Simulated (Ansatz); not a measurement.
Abridged output of a molecular run in Ansatz:

```
Functional definition: HF
1697 factors; integrals over basis functions are off by at most 1.1e-3 eV
mean field evaluation 1: about -18305.4395 eV, gradient 5.5e1 eV
mean field evaluation 2: about -18305.5808 eV, gradient 5.5e1 eV
mean field evaluation 4: about -18311.7296 eV, gradient 4.0e0 eV
mean field evaluation 8: about -18311.8155 eV, gradient 4.1e-1 eV
mean field evaluation 16: about -18311.8166 eV, gradient 1.7e-6 eV
mean field -18311.81664883 eV, -672.9468496495 hartree, gradient 1.7e-6 eV, S^2 0.000000; 0 other end points of the search recorded, 0 dependent functions left out
12 core orbitals not correlated: weight in the atoms' cores, before any rotation towards them, 1.000 or more for the frozen orbitals, at most 0.000 for the correlated occupied ones
reference -18311.81664883 eV, -672.9468496495 hartree; 19, 19 occupied and 224, 224 virtual orbitals, 1697 factors
second order -28.40988815 eV of doubles, -0.00000000 eV of singles
cycle   1  -27.99232743 eV  change    4.2e-1 eV  update   1.4e-1
cycle   2  -28.68779188 eV  change   -7.0e-1 eV  update   4.5e-2
cycle   3  -28.87004807 eV  change   -1.8e-1 eV  update   2.6e-2
cycle   4  -28.86270443 eV  change    7.3e-3 eV  update   7.9e-3
cycle   5  -28.85312799 eV  change    9.6e-3 eV  update   3.4e-3
cycle   6  -28.85452446 eV  change   -1.4e-3 eV  update   1.4e-3
cycle   7  -28.85457316 eV  change   -4.9e-5 eV  update   4.2e-4
cycle   8  -28.85431203 eV  change    2.6e-4 eV  update   2.0e-4
cycle   9  -28.85435984 eV  change   -4.8e-5 eV  update   7.5e-5
cycle  10  -28.85442142 eV  change   -6.2e-5 eV  update   3.0e-5
cycle  11  -28.85437985 eV  change    4.2e-5 eV  update   1.3e-5
perturbative correction -1.11082761 eV, -0.0408221616 hartree
Total energy: -18341.78185629 eV, -674.0480507122 hartree
```

Its atoms:

Cartesian coordinates in Å:
```
F -0.570 -3.494 -0.558
In -0.328 -1.579 -0.410
C -0.450 0.461 -1.122
Si 0.325 0.991 0.524
N 0.471 -0.585 1.207
H 0.145 0.629 -2.020
H -1.476 0.780 -1.304
H 1.616 1.707 0.305
H -0.575 1.920 1.268
H 0.844 -0.829 2.110
```

(1) Which basis set was used?
A. def2-TZVPP
B. cc-pV(D+d)Z
C. cc-pV(Q+d)Z
D. def2-SVPD

(2) Write the keys of the input that set method, charge and spin (a neutral closed shell needs none for the last two).

## Answers

(1) A. It gives 255 functions.

(2) 
```yaml
correlation: {method: ccsd_t}
```
